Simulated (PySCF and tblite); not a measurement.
The numbers below are computed, except where a source is named.
4 regioisomers of C6H6O2:

```csv
isomer,SMILES
A,[CH3:1][c:2]1[cH:3][cH:4][o:5][c:6](=[O:7])[cH:8]1
B,[CH3:1][c:2]1[cH:3][cH:4][cH:5][o:6][c:7]1=[O:8]
C,[CH3:1][c:2]1[cH:3][cH:4][cH:5][c:6](=[O:7])[o:8]1
D,[CH3:1][c:2]1[cH:3][cH:4][c:5](=[O:6])[o:7][cH:8]1
```

Each isomer is a Boltzmann average at 298.15 K over at most 3 conformers: GFN2-xTB geometries, energies PBE0/def2-SVP (D3(BJ) added where defined), GIAO shieldings KT3/pcSseg-1, GFN2-xTB thermal terms. Programs: PySCF with density fitting and tblite.

Q: What shifts does each isomer give (ppm)?

A: 
A: ¹H (against TMS): 7.52 (H4, 1H), 5.95 (H8, 1H), 5.67 (H3, 1H), 2.10 (H1, 3H). ¹³C (against TMS): 151.2 (C6), 147.9 (C4), 146.2 (C2), 111.2 (C8), 103.6 (C3), 23.8 (C1).

B: ¹H (against TMS): 7.56 (H5, 1H), 6.98 (H3, 1H), 5.87 (H4, 1H), 2.18 (H1, 3H). ¹³C (against TMS): 152.8 (C7), 147.1 (C5), 131.0 (C3), 124.7 (C2), 102.6 (C4), 22.1 (C1).

C: ¹H (against TMS): 6.94 (H4, 1H), 5.94 (H5, 1H), 5.68 (H3, 1H), 2.26 (H1, 3H). ¹³C (against TMS): 160.7 (C2), 151.4 (C6), 135.1 (C4), 110.0 (C5), 99.9 (C3), 23.3 (C1).

D: ¹H (against TMS): 7.40 (H8, 1H), 6.96 (H3, 1H), 6.12 (H4, 1H), 1.96 (H1, 3H). ¹³C (against TMS): 150.8 (C5), 146.1 (C8), 137.4 (C3), 113.3 (C4), 110.7 (C2), 17.9 (C1).

Shifts are unscaled: against experiment ¹³C can be off by 15 ppm or more and ¹H by 0.8 ppm.
